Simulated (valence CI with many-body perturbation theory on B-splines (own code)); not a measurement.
# Rh³²⁺: calculated level list

Level of theory: configuration interaction combined with many-body perturbation theory (CI+MBPT): three valence electrons over a frozen Dirac-Fock core [Ne], radial functions for each j: 11 s, 11 p, 10 d, 8 f, 5 g, 2 h, with the one-electron correlation potential Σ1 (screened to all orders), the two-electron term Σ2, the three-electron term Σ3, Breit, model QED; selected single and double excitations, second order for the rest, scaled by the run's own slope (own B-spline code, finite nucleus).

No measured spectrum was set against this ion. As an estimate, large intervals hold to a few tenths of a per cent, small ones and those within an open d or f shell to about a per cent.

Levels 46 to 90 of 154, with energies above the lowest level, 3s2.3p 2P°_1/2. "Leading %" is the weight of the configuration and term that name the level; weights of strongly mixed levels are sums over their largest components and can fall short. In the jj column 3d3/2^4 stands for four electrons in 3d with j = 3/2.

```csv
No.,Configuration,Term,J,E (Ry),Leading %,Leading jj,Second component,g
46,3p2.3d,4D,1/2,24.917,82,3p1/2 3p3/2 3d3/2 (98 %),16 % 3p2.3d 2P,0.147
47,3p2.3d,4F,7/2,25.261,48,3p1/2 3p3/2 3d5/2 (96 %),37 % 3p2.3d 4D,1.284
48,3p2.3d,2G,9/2,25.602,48,3p1/2 3p3/2 3d5/2 (93 %),48 % 3p2.3d 4F,1.213
49,3p2.3d,4D,3/2,25.642,39,3p1/2 3p3/2 3d5/2 (74 %),32 % 3p2.3d 2P,1.159
50,3p2.3d,4P,5/2,25.671,30,3p1/2 3p3/2 3d5/2 (65 %),25 % 3p2.3d 4F,1.249
51,3p2.3d,4P,3/2,25.995,42,3p1/2 3p3/2 3d3/2 (70 %),28 % 3p2.3d 2P,1.367
52,3p2.3d,2D,5/2,26.007,46,3p1/2 3p3/2 3d5/2 (62 %),23 % 3p2.3d 4P,1.305
53,3p2.3d,4P,1/2,26.114,43,3p1/2 3p3/2 3d3/2 (83 %),26 % 3p2.3d 2P,1.804
54,3p2.3d,2G,7/2,26.272,52,3p1/2 3p3/2 3d5/2 (57 %),22 % 3p2.3d 2F,1.008
55,3p2.3d,2P,1/2,26.981,64,3p1/2 3p3/2 3d5/2 (83 %),23 % 3p2.3d 2S,0.985
56,3p2.3d,2F,5/2,26.989,48,3p1/2 3p3/2 3d5/2 (44 %),26 % 3p2.3d 2D,1.035
57,3p2.3d,2D,3/2,27.017,61,3p1/2 3p3/2 3d5/2 (73 %),9 % 3p2.3d 4D,0.883
58,3s.3d2,4F,3/2,27.487,81,3s 3d3/2^2 (76 %),6 % 3p2.3d 4P,0.535
59,3p2.3d,4D,7/2,27.544,52,3p3/2^2 3d5/2 (67 %),16 % 3s.3d2 2F,1.301
60,3s.3d2,4F,5/2,27.595,56,3s 3d3/2^2 (56 %),11 % 3s.3d2 2D,1.128
61,3p2.3d,2P,1/2,27.622,42,3p3/2^2 3d3/2 (55 %),27 % 3p2.3d 4P,1.125
62,3p2.3d,4F,9/2,27.816,46,3p3/2^2 3d5/2 (75 %),29 % 3p2.3d 2G,1.220
63,3p2.3d,4P,3/2,27.834,31,3p3/2^2 3d3/2 (70 %),16 % 3p2.3d 2D,1.110
64,3s.3d2,4F,5/2,27.884,42,3s 3d3/2 3d5/2 (51 %),14 % 3p2.3d 4P,1.153
65,3s.3d2,4F,7/2,27.992,97,3s 3d3/2 3d5/2 (78 %),,1.233
66,3s.3d2,4F,9/2,28.310,94,3s 3d5/2^2 (73 %),,1.322
67,3s.3d2,4P,1/2,28.373,87,3s 3d3/2^2 (58 %),6 % 3s.3d2 2S,2.555
68,3p2.3d,2F,7/2,28.564,63,3p3/2^2 3d3/2 (41 %),22 % 3s.3d2 2G,1.078
69,3s.3d2,4P,3/2,28.577,95,3s 3d3/2 3d5/2 (94 %),,1.706
70,3s.3d2,4P,5/2,28.659,78,3s 3d3/2 3d5/2 (70 %),9 % 3s.3d2 2D,1.504
71,3p2.3d,2P,3/2,28.784,33,3p3/2^2 3d5/2 (46 %),23 % 3s.3d2 2P,1.166
72,3p2.3d,2S,1/2,28.887,41,3p3/2^2 3d5/2 (52 %),22 % 3p2.3d 4P,1.989
73,3p2.3d,2D,5/2,29.167,44,3s 3d5/2^2 (46 %),25 % 3s.3d2 2D,1.237
74,3s.3d2,2D,3/2,29.446,67,3s 3d5/2^2 (42 %),23 % 3p2.3d 2D,0.842
75,3s.3d2,2F,5/2,29.540,38,3p3/2^2 3d5/2 (37 %),27 % 3p2.3d 2D,1.073
76,3s.3d2,2G,7/2,29.681,69,3s 3d3/2 3d5/2 (52 %),17 % 3p2.3d 2G,0.922
77,3s.3d2,2G,9/2,29.708,75,3s 3d3/2 3d5/2 (51 %),19 % 3p2.3d 2G,1.119
78,3p2.3d,2D,5/2,29.883,51,3p3/2^2 3d5/2 (51 %),32 % 3s.3d2 2D,1.201
79,3p2.3d,2D,3/2,30.100,80,3p3/2^2 3d3/2 (62 %),7 % 3s.3d2 2P,0.850
80,3s.3d2,2F,7/2,30.590,66,3s 3d5/2^2 (50 %),29 % 3p2.3d 2F,1.142
81,3s.3d2,2P,1/2,30.724,49,3s 3d3/2 3d5/2 (40 %),23 % 3p2.3d 2P,1.032
82,3p2.3d,2F,5/2,30.791,39,3p3/2^2 3d5/2 (48 %),24 % 3s.3d2 2F,0.987
83,3s.3d2,2S,1/2,31.299,62,3s 3d5/2^2 (68 %),18 % 3s.3d2 2P,1.669
84,3s.3d2,2P,3/2,31.356,51,3p3/2^2 3d5/2 (33 %),35 % 3p2.3d 2P,1.298
85,3p.3d2,4G°,5/2,32.707,70,3p1/2 3d3/2^2 (93 %),24 % 3p.3d2 2F°,0.670
86,3p.3d2,4G°,7/2,33.443,77,3p1/2 3d3/2 3d5/2 (91 %),8 % 3p.3d2 4F°,1.006
87,3p.3d2,2D°,5/2,33.752,31,3p1/2 3d3/2 3d5/2 (91 %),16 % 3p.3d2 2F°,1.066
88,3p.3d2,2D°,3/2,33.898,37,3p1/2 3d3/2 3d5/2 (73 %),31 % 3p.3d2 4F°,0.818
89,3p.3d2,4G°,9/2,34.060,44,3p1/2 3d3/2 3d5/2 (68 %),16 % 3p.3d2 2H°,1.134
90,3p.3d2,4D°,1/2,34.097,70,3p1/2 3d3/2^2 (80 %),16 % 3p.3d2 2P°,0.392
```

Names give the largest LS component (configuration and term), which can be under half, so a name can repeat, a term be missing and a line seem to break the LS rules; names also repeat where a configuration has a term twice.
